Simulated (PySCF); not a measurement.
C2H5AlBrF, SMILES C[CH2][Al]([F])[Br]. Geometry: PBE-D3(BJ)/def2-SVP. The structure was generated by enumeration; whether it is a known compound was not checked. The values are those of a single conformer.

Computed equilibrium geometry at PBE-D3(BJ)/def2-SVP (PySCF confirms it by a frequency run) as a Z-matrix (one conformer of several):
```
C
H 1 1.1136
H 1 1.1137 2 104.27
C 1 1.5362 2 111.30 3 120.03
H 4 1.1090 1 111.92 2 -178.08
H 4 1.1090 5 106.74 1 122.76
H 4 1.1103 5 107.17 6 114.55
Al 1 1.9542 2 106.53 3 -112.34
F 8 1.6788 1 121.13 2 -125.72
Br 8 2.2650 9 116.29 1 179.92
```
